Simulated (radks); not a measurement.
Q: Radial electron density D(r) = 4 pi r^2 rho(r) of an atom or ion with 61 electrons. All-electron calculation, non-relativistic Kohn-Sham, LB94 model potential, spin-polarised, spherical densities, point nucleus. Program: a radial shooting solver on a logarithmic mesh with Libxc functionals.

r (bohr)  D(r) (e/bohr)  spin D(r)
0.002036          6.863   0.000469
0.00276           11.53   0.000786
0.00374           18.75    0.00127
0.005069          29.23    0.00196
0.00687           43.01    0.00284
0.009386          59.01    0.00377
0.01272           72.55    0.00437
0.01724           78.88    0.00439
0.02336           75.99    0.00421
0.03166           70.94    0.00575
0.04291           77.44     0.0112
0.05863           97.46     0.0176
0.07945           106.0     0.0168
0.1077            90.40     0.0344
0.1459            82.88      0.194
0.1978            93.35      0.732
0.2702            71.75       2.05
0.3662            39.83       4.27
0.4963            43.61       6.37
0.6726            39.17       6.53
0.9116            19.34       4.94
1.245             10.52       2.80
1.688             6.714       1.01
2.287             2.660      0.267
3.1              0.7773      0.321
4.201            0.3101      0.276
5.74            0.08893     0.0883
7.779          0.009256    0.00925
10.54         0.0002273   0.000227

What is the nuclear charge?

A: Z = 62. The innermost maximum, from 1s, lies near 1/Z = 0.0161 bohr (found: 0.0181), and its height grows with Z. The density is that of the samarium ion Sm+ in [Xe] 4f6 6s1; the configuration itself is not fixed sharply by these data, and Z only to a few units. D(r) has 4 maxima, at r = 0.0181, 0.0751, 0.201, 0.555 bohr, and minima at 0.0327, 0.136, 0.400 bohr, inside which lie 1.98, 11.45, 29.45 electrons.
